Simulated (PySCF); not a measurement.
C2H4FNOSi, SMILES O[Si@@H]1C=N[C@@H]1F. Atoms are numbered in the order given.

```xyz
10

O      1.8658    -0.8071     0.1908
Si     0.2994    -0.6339     0.7093
C     -1.1270    -1.0455    -0.4695
N     -1.4810     0.1779    -0.7077
C     -0.5768     0.9863     0.1414
F      0.2127     1.7986    -0.6526
H      2.0897    -0.3518    -0.6317
H      0.3006    -1.1521     2.1065
H     -1.6668    -1.8779    -0.9487
H     -1.1660     1.6357     0.8137
```

Coordinates come from a r2SCAN-D4/def2-SVP optimisation. The structure was generated by enumeration; whether it is a known compound was not checked. The values are those of a single conformer.

All values below come from PBE0/def2-TZVP run with PySCF.

Atomic charges (e):

| atom | IAO | Mulliken |
|---|---|---|
| O1 | (withheld) | -0.52 |
| Si2 | 1.08 | 0.47 |
| C3 | (withheld) | -0.19 |
| N4 | -0.26 | -0.12 |
| C5 | -0.02 | 0.02 |
| F6 | -0.32 | -0.22 |
| H7 | (withheld) | 0.34 |
| H8 | -0.13 | -0.01 |
| H9 | (withheld) | 0.13 |
| H10 | (withheld) | 0.10 |

Question: Fill in the missing entries. (An estimate is asked for; the answer gives what the named calculation found.)

Answer: 
- O1, IAO: -0.78
- C3, IAO: -0.26
- H7, IAO: 0.38
- H9, IAO: 0.16
- H10, IAO: 0.15

Question: Give the Mayer and Wiberg (Löwdin basis) orders of the bonds. (The exact figures need the calculation; the answer reports its results.)

Answer: 
```tsv
bond	Mayer	Wiberg
O1–Si2	1.23	1.69
Si2–C3	0.92	1.07
C3–N4	1.85	2.21
Si2–C5	0.94	0.99
N4–C5	0.99	1.29
C5–F6	1.01	1.65
O1–H7	0.86	1.01
Si2–H8	0.93	0.91
C3–H9	0.93	0.90
C5–H10	0.95	0.88
```
